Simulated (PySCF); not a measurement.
## Gas-phase XPS of (Cl3Si)2CH2, computed

Species: (Cl3Si)2CH2, CH2Cl6Si2.
Bonds: Si1–Cl2, Si1–Cl3, Si1–Cl4, Si1–C5, C5–Si6, Si6–Cl7, Si6–Cl8, Si6–Cl9. Hydrogens: H10, H11 on C5.

Computed with delta-SCF UKS SCAN, pcX-2 on the ionised atom, pcseg-1 elsewhere, spin-free X2C (PySCF 2.14.0). These are vertical core ionisation energies against the vacuum level, from separate self-consistent calculations with and without the core hole.

Problem. What binding energy does each computed site have?

Solution. 
| atom(s) | bonded to | level | binding energy (eV) | 2p1/2 (eV) | count |
| --- | --- | --- | --- | --- | --- |
| Cl2 (×6) | Si | Cl 1s | 2829.24 | – | 6 |
| Si1/Si6 | 3 Cl and C | Si 1s | 1849.78 | – | 2 |
| C5 | 2 H and 2 Si | C 1s | 291.31 | – | 1 |
| Cl2 (×6) | Si | Cl 2p3/2 | 206.66 | 208.31 | 6 |
| Si1/Si6 | 3 Cl and C | Si 2p3/2 | 109.62 | 110.25 | 2 |

Problem. Which photon wavelength matches the Si 1s of Si1/Si6 threshold?

Solution. λ = hc/E = 12398.42 eV Å / 1849.78 eV = 6.703 Å.

Problem. Which effective nuclear charge Zeff reproduces each element's mean 1s value in the hydrogen-like formula E = 13.606 eV × Zeff²?

Solution. C (Z = 6): mean 291.3 eV, Zeff = 4.63, Z − Zeff = 1.37; Si (Z = 14): mean 1849.8 eV, Zeff = 11.66, Z − Zeff = 2.34; Cl (Z = 17): mean 2829.2 eV, Zeff = 14.42, Z − Zeff = 2.58. Means run over the listed sites, weighted by atom count.

One atom of each set of topologically equivalent atoms was ionised and stands for the set; in this conformer not all members are related by symmetry, and their own values weren't computed. 2p3/2 and 2p1/2 are the ΔSCF energy of one spin-free 2p hole plus the eigenvalues of a spin–orbit and ligand-field matrix of the shell. 2p1/2 minus 2p3/2 (ligand field included): Si 0.63 eV, Cl 1.65 eV. Isolated species at its PBE0-D3(BJ)/def2-SVP geometry, gas phase.
